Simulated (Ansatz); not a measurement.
CH$_{10}$B$_{2}$Si$_{2}$, SMILES `B[SiH2]B[SiH2]C` from Hartree–Fock to CCSD(T)

```xyz
15

B    -2.214   -1.144    0.557
Si   -0.533   -1.829   -0.302
B     0.825   -0.861    0.811
Si    1.455    0.994    0.379
C     0.439    1.898   -0.912
H    -2.768   -1.758    1.419
H    -2.649   -0.070    0.261
H    -0.417   -3.313   -0.239
H    -0.468   -1.392   -1.728
H     1.251   -1.403    1.790
H     1.545    1.820    1.620
H     2.856    0.806   -0.116
H    -0.587    2.043   -0.566
H     0.864    2.880   -1.130
H     0.401    1.328   -1.843
```

The species carries charge 0 and has multiplicity 1. The geometry is a stationary point of PBE0-D4/def2-TZVP. It is one conformer, not always the lowest. Frozen core, restricted reference, the Gaussian-basis code of Ansatz. CBS rows extrapolate triple and quadruple zeta; past MP2 they add the triple-zeta difference.

```csv
basis,HF (Eh),MP2 corr.
def2-TZVPP,-670.90841,-0.62707
def2-QZVPP,-670.93044,-0.66878
```

Q: Estimate the CCSD correlation energy and the (T) correction in each basis where they were run (hartree).

A: 
```json
{"basis": "def2-TZVPP", "CCSD corr.": "-0.71215", "(T)": "-0.02627"}
{"basis": "CBS(def2)", "CCSD corr.": "-0.78475", "(T)": "as TZ"}
```
